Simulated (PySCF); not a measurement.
Al(F)(Me)(vinyl) (C₃H₆AlF), SMILES C=[CH][Al]([CH3])[F].

Geometry: B3LYP-D3(BJ)/def2-SVP. The structure was generated by enumeration; whether it is a known compound was not checked. The values are those of a single conformer.

Two levels are set side by side: PBE/def2-TZVP (PySCF) and HF/def2-TZVP (PySCF). Same geometry, gas phase. Differences are taken from unrounded values.

```tsv
quantity	HF	PBE	PBE minus HF
orbital gap (eV)	12.38	4.62	-7.76
highest occupied level (eV)	-10.44	-6.70	3.74
lowest empty level (eV)	1.94	-2.08	-4.02
dipole moment (D)	2.21	2.02	-0.19
mean polarisability (bohr³)	55.4	61.2	5.8
```

Without exact exchange PBE keeps part of each electron's self-repulsion, which lifts occupied levels and narrows the gap. Loosely held outer electrons make PBE densities more polarisable. Differences between two approximate levels are no errors against the true value.

Rough cost on one machine, each run with all the roots and properties that it gave: HF against PBE about 1/4.
